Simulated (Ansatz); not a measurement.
Computed with Ansatz on PBE0-D4/def2-TZVP structures; ΔE is electronic, products minus reactants. CCSD(T)/CBS adds triple-zeta CCSD(T) − MP2 to the extrapolated MP2 energy (def2 sets, frozen cores). Functionals use def2-TZVPP. For As outer-core shells are correlated without core-valence functions, which leaves a few kJ/mol of doubt a bond. Scalar relativity is left out up to krypton. Each species was taken in one conformer, which may not be the lowest.

`N[SiH](F)CO` + `[AsH3]` → `OC[AsH2]` + `N[SiH2]F`  (substitution at a C–Si bond)

```tsv
level	ΔE (eV)
r2SCAN0-D4	0.33
CAM-B3LYP-D4	0.34
ωB97X-V	0.32
PBE0	0.29
CAM-B3LYP	0.32
LC-ωPBE	0.34
MP2/def2-SVP	0.33
CCSD(T)/def2-SVP	0.35
```

(1) What does CCSD(T)/CBS give? (An estimate is asked.)

Largest T1 diagnostic among the species: 0.011.

Answers

(1) Computed: +0.29 eV. The listed levels differ from it by 0.04, 0.05, 0.03, 0.00, 0.03, 0.05, 0.04, 0.06 eV.

At CCSD(T), def2-SVP lies +0.06 eV from the extrapolated value and def2-TZVPP −0.01 eV. From BLYP to BHLYP (50 % exact exchange), in def2-TZVPP and without D4, ΔE moves by +0.08 eV. Leaving LDA and LC-ωPBE aside and taking each functional with its dispersion term where it has one, the values, not all of them listed here, spread over 0.07 eV, from B2PLYP to B97M-V. LDA lies +0.08 eV from PBE without D4.
